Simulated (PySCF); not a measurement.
Cl$_{2}$Cu (SMILES [Cl][Cu][Cl]), doublet, geometry from GFN2-xTB (such geometries of metal compounds can be far from the true shape); B3LYP/STO-3G (PySCF).

Here is a job for PySCF.
```python
from pyscf import gto, scf, dft

mol = gto.Mole()
mol.atom = '''
    Cu    0.00000000    0.00000000    0.00000000
    Cl   -0.00000000   -0.00000000   -2.03485924
    Cl    0.00000000    0.00000000    2.03485924
'''
mol.basis = 'sto-3g'
mol.spin = 1
mol.verbose = 4
mol.build()

mf = dft.UKS(mol)
mf.xc = 'b3lyp'
mf.diis = False
mf.max_cycle = 100
mf.kernel()
```

What the program printed (banner, timings and long lists left out):

```
PySCF version 2.14.0

[INPUT] verbose = 4
[INPUT] num. atoms = 3
[INPUT] num. electrons = 63
[INPUT] charge = 0
[INPUT] spin (= nelec alpha-beta = 2S) = 1
[INPUT] symmetry False subgroup None
[INPUT] Mole.unit = angstrom
[INPUT] Symbol           X                Y                Z      unit          X                Y                Z       unit  Magmom
[...]
nuclear repulsion = 293.993228222047
number of shells = 18
number of NR pGTOs = 108
number of NR cGTOs = 36
basis = sto-3g
ecp = {}

******** <class 'pyscf.dft.uks.UKS'> ********
method = UKS
initial guess = minao
damping factor = 0
level_shift factor = 0
DIIS disabled
SCF conv_tol = 1e-09
SCF conv_tol_grad = None
SCF max_cycles = 100
direct_scf = True
direct_scf_tol = 1e-13
number electrons alpha = 32  beta = 31
XC library pyscf.dft.libxc version 7.1.2
    S. Lehtola, C. Steigemann, M. J. T. Oliveira, and M. A. L. Marques,  SoftwareX 7, 1–5 (2018)
XC functionals = b3lyp
    P. J. Stephens, F. J. Devlin, C. F. Chabalowski, and M. J. Frisch,  J. Phys. Chem. 98, 11623 (1994)
radial grids:
    Treutler-Ahlrichs [JCP 102, 346 (1995); DOI:10.1063/1.469408] (M4) radial grids

becke partition: Becke, JCP 88, 2547 (1988); DOI:10.1063/1.454033
pruning grids: <function nwchem_prune>
grids dens level: 3
symmetrized grids: False
atomic radii adjust function: <function treutler_atomic_radii_adjust>
small_rho_cutoff = 0
Set gradient conv threshold to 3.16228e-05
tot grids = 58400
init E= -2529.28300275093

cycle= 1 E= -2515.55552376769  delta_E= 13.7  |g|= 1.54  |ddm|= 8.13

cycle= 2 E= -2523.13585319859  delta_E= -7.58  |g|= 1.52  |ddm|= 6.32

cycle= 3 E= -2515.06730046897  delta_E= 8.07  |g|= 0.36  |ddm|= 6.32

cycle= 4 E= -2523.07004221941  delta_E=   -8  |g|= 1.51  |ddm|= 6.27

cycle= 5 E= -2515.06720258011  delta_E=    8  |g|= 0.36  |ddm|= 6.27

cycle= 6 E= -2523.07002906076  delta_E=   -8  |g|= 1.51  |ddm|= 6.27

cycle= 7 E= -2515.06720255272  delta_E=    8  |g|= 0.36  |ddm|= 6.27

cycle= 8 E= -2523.07002905693  delta_E=   -8  |g|= 1.51  |ddm|= 6.27

cycle= 9 E= -2515.06720255271  delta_E=    8  |g|= 0.36  |ddm|= 6.27

cycle= 10 E= -2523.07002905692  delta_E=   -8  |g|= 1.51  |ddm|= 6.27

cycle= 11 E= -2515.06720255271  delta_E=    8  |g|= 0.36  |ddm|= 6.27

cycle= 12 E= -2523.07002905693  delta_E=   -8  |g|= 1.51  |ddm|= 6.27

cycle= 13 E= -2515.06720255271  delta_E=    8  |g|= 0.36  |ddm|= 6.27

cycle= 14 E= -2523.07002905692  delta_E=   -8  |g|= 1.51  |ddm|= 6.27

cycle= 15 E= -2515.06720255271  delta_E=    8  |g|= 0.36  |ddm|= 6.27

cycle= 16 E= -2523.07002905693  delta_E=   -8  |g|= 1.51  |ddm|= 6.27

cycle= 17 E= -2515.06720255271  delta_E=    8  |g|= 0.36  |ddm|= 6.27

cycle= 18 E= -2523.07002905692  delta_E=   -8  |g|= 1.51  |ddm|= 6.27

cycle= 19 E= -2515.06720255271  delta_E=    8  |g|= 0.36  |ddm|= 6.27

cycle= 20 E= -2523.07002905692  delta_E=   -8  |g|= 1.51  |ddm|= 6.27

cycle= 21 E= -2515.06720255271  delta_E=    8  |g|= 0.36  |ddm|= 6.27

cycle= 22 E= -2523.07002905692  delta_E=   -8  |g|= 1.51  |ddm|= 6.27

cycle= 23 E= -2515.06720255271  delta_E=    8  |g|= 0.36  |ddm|= 6.27

cycle= 24 E= -2523.07002905692  delta_E=   -8  |g|= 1.51  |ddm|= 6.27

cycle= 25 E= -2515.06720255271  delta_E=    8  |g|= 0.36  |ddm|= 6.27

cycle= 26 E= -2523.07002905693  delta_E=   -8  |g|= 1.51  |ddm|= 6.27

cycle= 27 E= -2515.06720255271  delta_E=    8  |g|= 0.36  |ddm|= 6.27

cycle= 28 E= -2523.07002905693  delta_E=   -8  |g|= 1.51  |ddm|= 6.27

cycle= 29 E= -2515.06720255271  delta_E=    8  |g|= 0.36  |ddm|= 6.27

cycle= 30 E= -2523.07002905692  delta_E=   -8  |g|= 1.51  |ddm|= 6.27

cycle= 31 E= -2515.06720255271  delta_E=    8  |g|= 0.36  |ddm|= 6.27

cycle= 32 E= -2523.07002905693  delta_E=   -8  |g|= 1.51  |ddm|= 6.27

cycle= 33 E= -2515.06720255271  delta_E=    8  |g|= 0.36  |ddm|= 6.27

cycle= 34 E= -2523.07002905693  delta_E=   -8  |g|= 1.51  |ddm|= 6.27

cycle= 35 E= -2515.06720255271  delta_E=    8  |g|= 0.36  |ddm|= 6.27

[...]

cycle= 47 E= -2515.06720255271  delta_E=    8  |g|= 0.36  |ddm|= 6.27

cycle= 48 E= -2523.07002905692  delta_E=   -8  |g|= 1.51  |ddm|= 6.27

cycle= 49 E= -2515.06720255271  delta_E=    8  |g|= 0.36  |ddm|= 6.27

cycle= 50 E= -2523.07002905693  delta_E=   -8  |g|= 1.51  |ddm|= 6.27

cycle= 51 E= -2515.06720255271  delta_E=    8  |g|= 0.36  |ddm|= 6.27

cycle= 52 E= -2523.07002905692  delta_E=   -8  |g|= 1.51  |ddm|= 6.27

cycle= 53 E= -2515.06720255271  delta_E=    8  |g|= 0.36  |ddm|= 6.27

cycle= 54 E= -2523.07002905692  delta_E=   -8  |g|= 1.51  |ddm|= 6.27

cycle= 55 E= -2515.06720255271  delta_E=    8  |g|= 0.36  |ddm|= 6.27

cycle= 56 E= -2523.07002905693  delta_E=   -8  |g|= 1.51  |ddm|= 6.27

cycle= 57 E= -2515.06720255271  delta_E=    8  |g|= 0.36  |ddm|= 6.27

cycle= 58 E= -2523.07002905692  delta_E=   -8  |g|= 1.51  |ddm|= 6.27

cycle= 59 E= -2515.06720255271  delta_E=    8  |g|= 0.36  |ddm|= 6.27

cycle= 60 E= -2523.07002905693  delta_E=   -8  |g|= 1.51  |ddm|= 6.27

cycle= 61 E= -2515.06720255271  delta_E=    8  |g|= 0.36  |ddm|= 6.27

cycle= 62 E= -2523.07002905693  delta_E=   -8  |g|= 1.51  |ddm|= 6.27

cycle= 63 E= -2515.06720255271  delta_E=    8  |g|= 0.36  |ddm|= 6.27

cycle= 64 E= -2523.07002905693  delta_E=   -8  |g|= 1.51  |ddm|= 6.27

cycle= 65 E= -2515.06720255271  delta_E=    8  |g|= 0.36  |ddm|= 6.27

cycle= 66 E= -2523.07002905693  delta_E=   -8  |g|= 1.51  |ddm|= 6.27

cycle= 67 E= -2515.06720255271  delta_E=    8  |g|= 0.36  |ddm|= 6.27

cycle= 68 E= -2523.07002905693  delta_E=   -8  |g|= 1.51  |ddm|= 6.27

cycle= 69 E= -2515.06720255271  delta_E=    8  |g|= 0.36  |ddm|= 6.27

cycle= 70 E= -2523.07002905693  delta_E=   -8  |g|= 1.51  |ddm|= 6.27

cycle= 71 E= -2515.06720255271  delta_E=    8  |g|= 0.36  |ddm|= 6.27

cycle= 72 E= -2523.07002905693  delta_E=   -8  |g|= 1.51  |ddm|= 6.27

cycle= 73 E= -2515.06720255271  delta_E=    8  |g|= 0.36  |ddm|= 6.27

cycle= 74 E= -2523.07002905693  delta_E=   -8  |g|= 1.51  |ddm|= 6.27

cycle= 75 E= -2515.06720255271  delta_E=    8  |g|= 0.36  |ddm|= 6.27

cycle= 76 E= -2523.07002905693  delta_E=   -8  |g|= 1.51  |ddm|= 6.27

cycle= 77 E= -2515.06720255271  delta_E=    8  |g|= 0.36  |ddm|= 6.27

cycle= 78 E= -2523.07002905693  delta_E=   -8  |g|= 1.51  |ddm|= 6.27

cycle= 79 E= -2515.06720255271  delta_E=    8  |g|= 0.36  |ddm|= 6.27

cycle= 80 E= -2523.07002905693  delta_E=   -8  |g|= 1.51  |ddm|= 6.27

cycle= 81 E= -2515.06720255271  delta_E=    8  |g|= 0.36  |ddm|= 6.27

cycle= 82 E= -2523.07002905693  delta_E=   -8  |g|= 1.51  |ddm|= 6.27

cycle= 83 E= -2515.06720255271  delta_E=    8  |g|= 0.36  |ddm|= 6.27

cycle= 84 E= -2523.07002905693  delta_E=   -8  |g|= 1.51  |ddm|= 6.27

cycle= 85 E= -2515.06720255271  delta_E=    8  |g|= 0.36  |ddm|= 6.27

cycle= 86 E= -2523.07002905693  delta_E=   -8  |g|= 1.51  |ddm|= 6.27

cycle= 87 E= -2515.06720255271  delta_E=    8  |g|= 0.36  |ddm|= 6.27

cycle= 88 E= -2523.07002905693  delta_E=   -8  |g|= 1.51  |ddm|= 6.27

cycle= 89 E= -2515.06720255271  delta_E=    8  |g|= 0.36  |ddm|= 6.27

cycle= 90 E= -2523.07002905693  delta_E=   -8  |g|= 1.51  |ddm|= 6.27

cycle= 91 E= -2515.06720255271  delta_E=    8  |g|= 0.36  |ddm|= 6.27

cycle= 92 E= -2523.07002905693  delta_E=   -8  |g|= 1.51  |ddm|= 6.27

cycle= 93 E= -2515.06720255271  delta_E=    8  |g|= 0.36  |ddm|= 6.27

cycle= 94 E= -2523.07002905693  delta_E=   -8  |g|= 1.51  |ddm|= 6.27

cycle= 95 E= -2515.06720255271  delta_E=    8  |g|= 0.36  |ddm|= 6.27

cycle= 96 E= -2523.07002905693  delta_E=   -8  |g|= 1.51  |ddm|= 6.27

cycle= 97 E= -2515.06720255271  delta_E=    8  |g|= 0.36  |ddm|= 6.27

cycle= 98 E= -2523.07002905693  delta_E=   -8  |g|= 1.51  |ddm|= 6.27

cycle= 99 E= -2515.06720255271  delta_E=    8  |g|= 0.36  |ddm|= 6.27

cycle= 100 E= -2523.07002905693  delta_E=   -8  |g|= 1.51  |ddm|= 6.27
SCF not converged.
SCF energy = -2523.07002905693 after 100 cycles  <S^2> = 0.75000394  2S+1 = 2.0000039
```

Convergence was not reached.
